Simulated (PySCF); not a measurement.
# Electric field gradients and quadrupole coupling constants

Compound: C₄H₂F₅S (charge -1).
Z-matrix (Å and degrees, GFN2-xTB geometry), rows numbered from 1:
```
F 
C   1  1.3395
F   2  1.3400  1  106.58
F   2  1.3430  1  106.17  3   112.75
C   2  1.5353  1  112.27  3  -123.17
F   5  1.3871  2  106.33  1  -172.66
F   5  1.4089  2  104.97  1   -66.25
C   5  1.4523  2  112.38  1    60.13
C   8  1.3650  5  122.24  2   172.65
S   9  1.6695  8  125.79  5   179.67
H   8  1.0773  5  116.77  2    -8.67
H   9  1.0887  8  117.59  5    -0.81
```

Field gradients from the PBE0/pcSseg-1 density (PySCF, non-relativistic), principal values in atomic units, ordered |Vxx| ≤ |Vyy| ≤ |Vzz|:

```json
{"atom": "S10", "Vxx": "0.0531", "Vyy": "1.9897", "Vzz": "-2.0428"}
```

Q: Find the asymmetry η = (Vxx − Vyy)/Vzz and the couplings χ = eQV/h (234.96 MHz × Q in barn × V in au), with Q(33S) = −0.0678 b.

A: 
```tsv
atom	environment	nucleus	η	χzz (MHz)	χxx (MHz)	χyy (MHz)
S10	sulfur bonded to C	33S	0.95	32.54	-0.85	-31.70
```

At S10 η is above 0.9: Vyy and Vzz are nearly equal in size and opposite in sign, so a small change could swap them and flip the sign of χzz. 

Q: What is Vzz at S10 in SI units (1 au = 9.71736 × 10²¹ V/m²)?

A: -2.0428 au = -19.850 × 10²¹ V/m².

Q: And the gradient at the other heavy atoms, for which no coupling is worked out here?

A: 
```
atom                 environment  Vzz (au)     η
  F1     fluorine of a CF3 group     2.903  0.04
  C2                  CF3 carbon    -0.489  0.02
  F3     fluorine of a CF3 group     2.906  0.04
  F4     fluorine of a CF3 group     2.907  0.02
  C5                  CF2 carbon    -0.532  0.49
  F6     fluorine of a CF2 group     2.935  0.11
  F7     fluorine of a CF2 group     2.890  0.11
  C8  carbon bonded to 2 C and H     0.159  0.55
  C9            alkene CH carbon     0.423  0.33
```

Q: What couplings would deuterons (Q(2H) = 0.00286 b) have in place of the hydrogens, at this geometry?

A: 
```
atom  bonded to  bond length (Å)  Vzz (au)     η  χzz (kHz)
 H11         C8            1.077    0.3403  0.15        229
 H12         C9            1.089    0.3164  0.03        213
```

The structure is a single GFN2-xTB conformer in the gas phase; no vibrational or solvent corrections. The pcSseg-1 basis has no diffuse functions, a weakness for an anion. GFN2-xTB bond lengths can be off by several hundredths of an ångström, more for odd bonds, and the gradients follow them. These gradients aren't converged with respect to the basis.

These values come from a run that also computed NMR shieldings. The run took 43 s wall on one thread of an Arm Neoverse N1, shared host.
